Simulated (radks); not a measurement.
These are the eigenvalues of the occupied orbitals of an atom or ion with whole-number occupations (hartree). All-electron calculation, scalar-relativistic Kohn-Sham, PBE, spin-unpolarised, spherical densities, point nucleus. Program: a radial shooting solver on a logarithmic mesh with Libxc functionals.

1s: -279.7496
2s: -33.72818
2p: -28.98672
3s: -4.46432
3p: -3.11385
3d: -0.99458

Which element is it, and in what charge state? The configuration may be excited.

Answer. Z = 27, cobalt, charge +2: Co2+ in [Ar] 3d7. The list shows which subshells hold electrons but not how many an open one holds; the 1s level, -279.75 hartree, gives Z - s = 23.7 by -(Z - s)^2/2, which with screening and relativity narrows Z to a few neighbours, and the depths of the outer levels then fix element, charge and occupations together.
